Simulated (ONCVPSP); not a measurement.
## Configuration tests for Ag (ONCV)

ONCVPSP 4.0.1 input, shortened (lines: element, Z, core and valence counts, functional; n l f; lmax; l rc ep ncon nbas qcut; lloc lpopt rc5 dvloc0; l nproj debl; icmod fcfact rcfact), PBE, scalar-relativistic:

```
  Ag 47.00    6    3        4      upf
    1    0    2.00
    2    0    2.00
    2    1    6.00
    3    0    2.00
    3    1    6.00
    3    2   10.00
    4    0    2.00
    4    1    6.00
    4    2    9.50
    2
    0    1.35    0.00    4    8    8.60
    1    1.25    0.00    4    7   11.80
    2    1.90    0.00    4    8    9.10
    4    5    0.90   -1.00
    0    2    0.70
    1    3    1.90
    2    3    1.00
    3    1.50    1.70
```

In the s channel the program set the typed energies aside and used -4.049, 0.250 Ha. In the p channel the program set the typed energies aside and used -2.707, 0.250, 2.150 Ha.

Energies are relative to the spin-unpolarised reference configuration 4s2 4p6 4d9.5; without spin polarisation the order of configurations can differ from experiment.

| valence configuration | charge | ΔE all-electron (eV) | error AE − PS (meV) |
| --- | --- | --- | --- |
| 4s2 4p6 4d10 | +1 | -9.399 | +1.2 |
| 4s2 4p6 4d7 | +4 | 100.623 | +59 |

Task: What are ΔE and the potential's error for 4s2 4p6 4d9?

Result: ΔE = 12.715 eV all-electron; the error (AE − PS) is -0.2 meV.

Task: What are ΔE and the potential's error for 4s2 4p6 4d10 5s1?

Result: ΔE = -17.157 eV all-electron; the error (AE − PS) is +1.8 meV.

Levels in the configuration 4s2 4p6 4d10 5s1:

```json
{"level": "4s", "all-electron (eV)": "-95.052", "pseudo (eV)": "-95.043"}
{"level": "4p", "all-electron (eV)": "-58.567", "pseudo (eV)": "-58.564"}
{"level": "4d", "all-electron (eV)": "-7.444", "pseudo (eV)": "-7.444"}
{"level": "5s", "all-electron (eV)": "-4.405", "pseudo (eV)": "-4.405"}
```
